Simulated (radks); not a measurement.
The numbers below are computed, except where a source is named.
The nuclear charge of the samarium ion Sm2+ is varied continuously with 60 electrons held in [Xe] 4f6. Level of theory: scalar-relativistic Kohn-Sham, r2SCAN, spin-polarised, spherical densities, finite nucleus; open shells are filled with parallel spins first (spin-orbit coupling, left out, can overturn this in heavy ions); meta-GGA in the generalised Kohn-Sham scheme; Fermi nuclear charge, rms radius 5.0819 fm (a radial shooting solver on a logarithmic mesh with Libxc functionals). By the Hellmann-Feynman theorem dE/dZ = E(electron-nucleus)/Z, the electronic potential at the nucleus (averaged over a nucleus of fixed radius). The scalar-relativistic energy here is not variational (the density holds large components alone), so the two differ by a part that grows with Z.

Z,E (hartree),E(electron-nucleus)/Z (hartree),HOMO,e(HOMO) (eV),<r> HOMO (bohr)
61,-10020.9777,-399.461,4f,-3.436,1.197
61.25,-10121.6611,-401.850,4f,-6.168,1.107
61.5,-10222.9477,-404.227,4f,-9.442,1.048
61.75,-10324.8354,-406.597,4f,-13.082,1.003
62,-10427.3234,-408.965,4f,-17.011,0.9668
62.25,-10530.4111,-411.332,4f,-21.189,0.9356
62.5,-10634.0987,-413.698,4f,-25.589,0.9083
62.75,-10738.3861,-416.065,4f,-30.194,0.8840
63,-10843.2738,-418.433,4f,-34.992,0.8620

The central difference of E at Z = 62 is -411.151 hartree, to compare with the third column; the second derivative is -9.6 hartree.
